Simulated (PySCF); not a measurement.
Run record: geometry optimisation, `N[SiH2][TeH]`.

Computed with PBE0-D3(BJ)/def2-SVP geometry optimisation, gas phase, def2 core potentials past Kr (PySCF 2.14.0). Start geometry: GFN2-xTB. The input is one job of a driver script: a line of settings, then coordinates in Å.

Input:
```
{"job": {"xc": "PBE0", "basis": "def2-SVP", "d3": "d3bj", "grid": 1, "maxiter": 30, "shake": 0.01, "kind": "geom"}, "charge": 0, "multiplicity": 1}
N     -0.950850    -0.714060     0.243980
Si    -0.006500     0.722830     0.123100
Te     2.016310     0.157210    -1.174530
H     -1.044980    -1.278400    -0.571290
H     -1.843380    -0.643720     0.734540
H     -0.604770     1.866800    -0.583680
H      0.242950     1.110280     1.513110
H      2.246350    -1.240090    -0.337700
```

Output:
```
step   0  E = -614.99321671  max force = 0.014990
step   1  E = -614.99564512  max force = 0.005430
step   2  E = -614.99582816  max force = 0.001067
step   3  E = -614.99588152  max force = 0.001286
step   4  E = -614.99595415  max force = 0.001252
step   5  E = -614.99598738  max force = 0.001057
step   6  E = -614.99601112  max force = 0.000436
step   7  E = -614.99602843  max force = 0.000346
step   8  E = -614.99604901  max force = 0.000487
step   9  E = -614.99607009  max force = 0.000416
step  10  E = -614.99608834  max force = 0.000343
step  11  E = -614.99609902  max force = 0.000177
optimisation converged
```

Energies in Eh; «max force» is the largest Cartesian gradient component in Eh/bohr.

Question: How much energy does the optimisation release, in kJ/mol?

Answer: E(step 0) − E(last step) = 0.002882 Eh, which is 7.6 kJ/mol.

Question: Give the first gradient maximum in eV/Å.

Answer: With 1 Eh/bohr = 51.422 eV/Å, 0.771 eV/Å.

In short: final energy -614.99610 Eh after 11 steps; dipole 2.21 D.

Question: Give the final coordinates.

Answer: 0.207 Å rms from the input after alignment:
```
atom  x, y, z in Å
N1    -1.0558   -0.6696    0.2299
Si2   -0.0159    0.6893    0.0627
Te3    1.9992    0.1019   -1.3074
H4    -1.4143   -1.1734   -0.5718
H5    -1.6235   -0.7972    1.0590
H6    -0.5495    1.8743   -0.6847
H7     0.3337    1.1159    1.4488
H8     2.3811   -1.1583   -0.2883
```

Question: How long does this job take on one thread of an Arm Neoverse N1, shared host with 64 logical CPUs at a one-minute load of 58? And the peak memory of the process?

Answer: About 52 s, with 0.37 GiB resident at the peak, the Python interpreter and its libraries included.
Labels such as C1 count atoms from 1, the log's own numbers from 0.
